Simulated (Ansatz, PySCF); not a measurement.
Gas-phase reaction (SMILES): CC[SiH3] [ethylsilane] -> [CH2][SiH3] + [CH3] (CH3); the C-C bond at the site shown breaks (other sites are not compared here).

Geometries: B3LYP-D3(BJ)/def2-TZVP minima from Ansatz (a program for electronic structure). Cores are frozen in the correlated levels unless marked. Open shells are spin-unrestricted. Spin-orbit coupling is left out. Non-relativistic. CBS marks a two-point X^-3 extrapolation of the correlation energy; Hartree-Fock from the larger set. The bracket is a focal-point correction in the basis named. Thermal terms are rigid-rotor harmonic-oscillator values from B3LYP-D3(BJ) frequencies (PySCF) at 298.15 K and 1 atm. 1 Eh = 627.5095 kcal/mol. Electronic entropy comes from spin alone.

| species | E, RI-MP2/CBS(cc-pV(T+d)Z,cc-pV(Q+d)Z)+[CCSD(T)-MP2]/cc-pV(T+d)Z (Ansatz) (Eh) | E, wB97M-V/def2-TZVPD (Ansatz) (Eh) | H - E (Eh) | G - E (Eh) |
|---|---|---|---|---|
| CC[SiH3] | -369.99222 | -370.46507 | 0.09612 | 0.06233 |
| [CH2][SiH3] | -330.06259 | -330.49835 | 0.05238 | 0.02044 |
| [CH3] (CH3) | -39.78133 | -39.81778 | 0.03371 | 0.01164 |

Question: Work out ΔE and ΔH, ΔG, ΔS and the equilibrium constant at 298.15 K at the first level, then ΔH at the second.

Answer: 
1. ΔE = [(-330.06259) + (-39.78133)] - [(-369.99222)] = 0.14830 Eh = 93.1 kcal/mol at RI-MP2/CBS(cc-pV(T+d)Z,cc-pV(Q+d)Z)+[CCSD(T)-MP2]/cc-pV(T+d)Z.
2. The terms H - E add up to -0.01003 Eh, so ΔH = (0.14830 + (-0.01003))×627.5095 = 86.8 kcal/mol.
3. The terms G - E add up to -0.03025 Eh, so ΔG = 74.1 kcal/mol, and ΔS = (-0.01003 - (-0.03025))×627509.5/298.15 = 42.6 cal/(mol K).
4. log10 K = -ΔG/(RT ln 10) = -54.3, with RT ln 10 = 1.3642 kcal/mol.
5. With ΔH and ΔS taken as constant, ΔG changes sign near ΔH/ΔS = 2040 K, a rough figure that leaves out heat capacities.
6. At wB97M-V/def2-TZVPD the same steps give ΔE = 93.5 and ΔH = 87.2 kcal/mol, a shift of +0.4 from the first level.
7. These values are not checked against measurement here, since the tables used lack a sound gas-phase enthalpy of formation for at least one species.
